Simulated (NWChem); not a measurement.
System: CH$_{4}$O$_{2}$Pb, singlet; SMILES C[O][Pb][OH]

Here is an NWChem input.

```
start job
memory heap 200 mb stack 900 mb global 1100 mb
geometry units angstroms noautoz
  Pb     0.278654    -0.440653     0.004949
  O     -1.825247    -0.505400     0.000555
  H     -2.266949     0.353233    -0.011387
  O      0.519647     1.660465    -0.002223
  C     -0.453359     2.644030     0.000647
  H     -1.495732     2.257553     0.036370
  H     -0.341354     3.317432     0.873698
  H     -0.387409     3.280176    -0.904616
end
basis spherical
  * library def2-svp
end
ecp
  Pb library def2-ecp
end
dft
  xc xpbe96 cpbe96
  iterations 150
  vectors input atomic output neutral.movecs
end
task dft energy
charge 1
dft
  odft
  mult 2
  vectors input atomic output cation.movecs
end
task dft energy
```

Excerpt of the output:

```
             Northwest Computational Chemistry Package (NWChem) 7.3.0
             --------------------------------------------------------

 C1  symmetry detected

                             Geometry "geometry" -> ""
                             -------------------------

 Output coordinates in angstroms (scale by  1.889725989 to convert to a.u.)

  No.       Tag          Charge          X              Y              Z
 ---- ---------------- ---------- -------------- -------------- --------------
    1 Pb                  82.0000     0.17605676    -0.44918980     0.00019302
    2 O                    8.0000    -1.91955927    -0.25169616    -0.00058272
    3 H                    1.0000    -2.25102973     0.65523693    -0.01025813
    4 O                    8.0000     0.67655551     1.60563651    -0.00377618
    5 C                    6.0000    -0.16652588     2.70259739     0.00251818
    6 H                    1.0000    -1.24882445     2.44872725     0.03942144
    7 H                    1.0000     0.02973155     3.35514427     0.87653135
    8 H                    1.0000    -0.02334660     3.32734778    -0.90175991

 Effective nuclear repulsion energy (a.u.)     526.0634255018

 Summary of "ao basis" -> "ao basis" (spherical)
 ------------------------------------------------------------------------------
       Tag                 Description            Shells   Functions and Types
 ---------------- ------------------------------  ------  ---------------------
 Pb                         def2-svp                10       26   4s4p2d
 O                          def2-svp                 6       14   3s2p1d
 H                          def2-svp                 3        5   2s1p
 C                          def2-svp                 6       14   3s2p1d

            General Information
            -------------------
          SCF calculation type: DFT
          Wavefunction type:  closed shell.
          No. of atoms     :     8
          No. of electrons :    48
           Alpha electrons :    24
            Beta electrons :    24
          Charge           :     0
          Spin multiplicity:     1
          Use of symmetry is: off; symmetry adaption is: off
          Maximum number of iterations: 150
          AO basis - number of functions:    88
                     number of shells:    40
          Convergence on energy requested:  1.00D-06
          Convergence on density requested:  1.00D-05
          Convergence on gradient requested:  5.00D-04

              XC Information
              --------------
          PerdewBurkeErnzerhof Exchange Functional  1.000
            Perdew 1991 LDA Correlation Functional  1.000 local
           PerdewBurkeErnz. Correlation Functional  1.000 non-local

             Grid Information
             ----------------
          Grid used for XC integration:  medium
          Radial quadrature: Mura-Knowles
          Angular quadrature: Lebedev.
          Tag              B.-S. Rad. Rad. Pts. Rad. Cut. Ang. Pts.
          ---              ---------- --------- --------- ---------
          Pb                  1.80      123          11.0       590
          O                   0.60       49          11.0       434
          H                   0.35       45          12.0       434
          C                   0.70       49          11.0       434
          Grid pruning is: on
          Number of quadrature shells:   450
          Spatial weights used:  Erf1

      Superposition of Atomic Density Guess
      -------------------------------------

 Sum of atomic energies:        -408.36432757

      Non-variational initial energy
      ------------------------------

 Total energy =    -381.678090
 1-e energy   =    -966.867565
 2-e energy   =     398.022793
 HOMO         =      -0.338050
 LUMO         =      -0.039486

   convergence    iter        energy       DeltaE   RMS-Dens  Diis-err
 ---------------- ----- ----------------- --------- --------- ---------
 d= 0,ls=0.0,diis     1   -383.3414425496 -5.71D+02  4.12D-02  1.31D+00
 d= 0,ls=0.0,diis     2   -381.1616047227  2.18D+00  3.16D-02  1.65D+01
 d= 0,ls=0.0,diis     3   -383.4217511352 -2.26D+00  1.08D-02  8.44D-01
 d= 0,ls=0.0,diis     4   -383.4740354700 -5.23D-02  4.43D-03  4.40D-01
 d= 0,ls=0.0,diis     5   -383.5208072236 -4.68D-02  1.10D-03  1.02D-02
  Resetting Diis
 d= 0,ls=0.0,diis     6   -383.5219091496 -1.10D-03  5.18D-04  2.30D-03
 d= 0,ls=0.0,diis     7   -383.5222238361 -3.15D-04  3.98D-04  1.67D-04
 d= 0,ls=0.0,diis     8   -383.5220896763  1.34D-04  3.10D-04  1.21D-03
 d= 0,ls=0.0,diis     9   -383.5222383071 -1.49D-04  6.57D-05  1.01D-04
 d= 0,ls=0.0,diis    10   -383.5222480658 -9.76D-06  2.08D-05  4.14D-06
 d= 0,ls=0.0,diis    11   -383.5222484942 -4.28D-07  5.96D-06  1.10D-06

         Total DFT energy =     -383.522248494203
      One electron energy =     -970.650929550573
           Coulomb energy =      439.934181329279
    Exchange-Corr. energy =      -39.972183156934
 Nuclear repulsion energy =      187.166682884025

 Numeric. integr. density =       48.000002906248

                       DFT Final Molecular Orbital Analysis
                       ------------------------------------

 Vector   22  Occ=2.000000D+00  E=-2.382002D-01
              MO Center= -1.4D+00, -5.6D-02, -3.8D-02, r^2= 2.3D+00
   Bfn.  Coefficient  Atom+Function         Bfn.  Coefficient  Atom+Function
  ----- ------------  ---------------      ----- ------------  ---------------
    32      0.535016  2 O  pz                35      0.403971  2 O  pz
    13      0.199912  1 Pb pz                16      0.176455  1 Pb pz
    51      0.145148  4 O  pz                54      0.100723  4 O  pz
    30      0.088556  2 O  px                84      0.080643  8 H  s
    20     -0.073702  1 Pb d  1              65     -0.073153  5 C  pz

 Vector   23  Occ=2.000000D+00  E=-2.146011D-01
              MO Center=  2.7D-01,  1.6D+00,  1.3D-03, r^2= 2.5D+00
   Bfn.  Coefficient  Atom+Function         Bfn.  Coefficient  Atom+Function
  ----- ------------  ---------------      ----- ------------  ---------------
    49      0.460481  4 O  px                52      0.357607  4 O  px
    50      0.274993  4 O  py                75      0.251121  6 H  s
    74      0.227121  6 H  s                 12     -0.209147  1 Pb py
    53      0.197190  4 O  py                63     -0.137944  5 C  px
    30      0.116389  2 O  px                79     -0.111780  7 H  s

 Vector   24  Occ=2.000000D+00  E=-2.064561D-01
              MO Center=  1.6D-01,  1.6D+00, -4.6D-03, r^2= 2.7D+00
   Bfn.  Coefficient  Atom+Function         Bfn.  Coefficient  Atom+Function
  ----- ------------  ---------------      ----- ------------  ---------------
    51      0.521104  4 O  pz                54      0.404614  4 O  pz
    32     -0.242842  2 O  pz                35     -0.194643  2 O  pz
    84      0.192377  8 H  s                 79     -0.190162  7 H  s
    65     -0.159532  5 C  pz                85      0.146284  8 H  s
    80     -0.143863  7 H  s                 13      0.106631  1 Pb pz

 Vector   25  Occ=0.000000D+00  E=-9.284932D-02
              MO Center=  1.0D-01, -3.1D-01, -9.4D-04, r^2= 3.9D+00
   Bfn.  Coefficient  Atom+Function         Bfn.  Coefficient  Atom+Function
  ----- ------------  ---------------      ----- ------------  ---------------
    13      0.555383  1 Pb pz                16      0.539417  1 Pb pz
    32     -0.222962  2 O  pz                51     -0.222139  4 O  pz
    35     -0.197481  2 O  pz                54     -0.187144  4 O  pz
    10     -0.184482  1 Pb pz                 7     -0.178492  1 Pb pz
    85     -0.078432  8 H  s                 80      0.075369  7 H  s

 Vector   26  Occ=0.000000D+00  E=-2.461124D-02
              MO Center=  1.0D-01, -4.5D-01,  4.2D-04, r^2= 4.9D+00
   Bfn.  Coefficient  Atom+Function         Bfn.  Coefficient  Atom+Function
  ----- ------------  ---------------      ----- ------------  ---------------
    14      0.646343  1 Pb px                29      0.408816  2 O  s
    15      0.398087  1 Pb py                11      0.367210  1 Pb px
    48     -0.316488  4 O  s                 12      0.230050  1 Pb py
    62      0.219290  5 C  s                 42     -0.175556  3 H  s
    75     -0.157173  6 H  s                 21     -0.155010  1 Pb d  2

 Vector   27  Occ=0.000000D+00  E=-1.674731D-02
              MO Center= -6.8D-02, -2.1D-01,  1.1D-03, r^2= 5.1D+00
   Bfn.  Coefficient  Atom+Function         Bfn.  Coefficient  Atom+Function
  ----- ------------  ---------------      ----- ------------  ---------------
    15      0.719848  1 Pb py                14     -0.369580  1 Pb px
    62     -0.338555  5 C  s                  3      0.331419  1 Pb s
    48     -0.316429  4 O  s                 12      0.312832  1 Pb py
    29     -0.282513  2 O  s                 75      0.230745  6 H  s
    66      0.184585  5 C  px                 1     -0.183624  1 Pb s

     Multipole analysis of the density
     ---------------------------------

     L   x y z        total         alpha         beta         nuclear
     -   - - -        -----         -----         ----         -------
     0   0 0 0      0.000000    -24.000000    -24.000000     48.000000

     1   1 0 0      0.242879     10.102411     10.102411    -19.961943
     1   0 1 0     -0.180547    -25.555642    -25.555642     50.930738
     1   0 0 1     -0.002638      0.009624      0.009624     -0.021885

     2   2 0 0    -36.708048    -90.875027    -90.875027    145.042007
     2   1 1 0     -4.248178     -8.560090     -8.560090     12.872002
     2   1 0 1      0.033779      0.003112      0.003112      0.027556
     2   0 2 0    -32.927690   -191.710901   -191.710901    350.494112
     2   0 1 1      0.000039     -0.038951     -0.038951      0.077940
     2   0 0 2    -32.325424    -18.989733    -18.989733      5.654041

                                 NWChem DFT Module
                                 -----------------

            General Information
            -------------------
          SCF calculation type: DFT
          Wavefunction type:  spin polarized.
          No. of atoms     :     8
          No. of electrons :    47
           Alpha electrons :    24
            Beta electrons :    23
          Charge           :     1
          Spin multiplicity:     2
          Use of symmetry is: off; symmetry adaption is: off
          Maximum number of iterations: 150
          AO basis - number of functions:    88
                     number of shells:    40
          Convergence on energy requested:  1.00D-06
          Convergence on density requested:  1.00D-05
          Convergence on gradient requested:  5.00D-04

              XC Information
              --------------
          PerdewBurkeErnzerhof Exchange Functional  1.000
            Perdew 1991 LDA Correlation Functional  1.000 local
           PerdewBurkeErnz. Correlation Functional  1.000 non-local

             Grid Information
             ----------------
          Grid used for XC integration:  medium
          Radial quadrature: Mura-Knowles
          Angular quadrature: Lebedev.
          Tag              B.-S. Rad. Rad. Pts. Rad. Cut. Ang. Pts.
          ---              ---------- --------- --------- ---------
          Pb                  1.80      123          11.0       590
          O                   0.60       49          11.0       434
          H                   0.35       45          12.0       434
          C                   0.70       49          11.0       434
          Grid pruning is: on
          Number of quadrature shells:   450
          Spatial weights used:  Erf1

      Superposition of Atomic Density Guess
      -------------------------------------

 Sum of atomic energies:        -408.36432757

 Renormalizing density from      48.00 to     47

      Non-variational initial energy
      ------------------------------

 Total energy =    -377.946545
 1-e energy   =    -946.724491
 2-e energy   =     381.611263
 HOMO         =      -0.625946
 LUMO         =      -0.292288

[...]
```

Level: PBE/def2-SVP with def2 effective core potentials on Pb, vertical spin-unrestricted ions. Low-valent species are run as closed-shell singlets; no triplet was tried in these runs. Geometry: optimised at PBE0/def2-SVP. Not confirmed as a minimum by frequencies. def2 effective core potentials on Pb; no spin-orbit coupling.
